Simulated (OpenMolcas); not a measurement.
# CH5FOSn: a line through the functionals

The species is CH5FOSn (9 atoms), meant as a singlet with charge 0. SMILES: `[CH3][SnH]([OH])[F]`. Geometry: relaxed at PBE0-D4/def2-TZVP. This is one conformer, not always the lowest.

The HOMO–LUMO gap y, in eV, basis def2-SVP with a core potential; a is the functional's share of exact exchange. Programs: OpenMolcas 26.06.

| functional | program | a | y (eV) |
| --- | --- | --- | --- |
| PBE | OpenMolcas | 0 | 5.60 |
| BLYP | OpenMolcas | 0 | 5.49 |
| B3LYP | OpenMolcas | 0.2 | 7.61 |
| PBE0 | OpenMolcas | 0.25 | ? |
| BHLYP | OpenMolcas | 0.5 | 10.61 |

**Question.** Fit y = c + s·a to the known rows and predict PBE0.

**Answer.** 
1. Means of the 4 rows: a = 0.1750, y = 7.327.
2. Σ(Δa)² = 0.1675, Σ(Δa·Δy) = 1.6977, so the slope is 1.6977/0.1675 = 10.136.
3. Intercept: 7.327 − (10.136) × 0.1750 = 5.553. The largest residual of the fit is 0.063.
4. PBE0: 5.553 + (10.136) × 0.25 = 8.09 eV.

The run gave 8.26 eV, so the prediction is off by -0.17 eV, more than the largest residual. Exact exchange lowers occupied levels and raises empty ones. The rows mix families of semi-local functionals, which the line can't see.
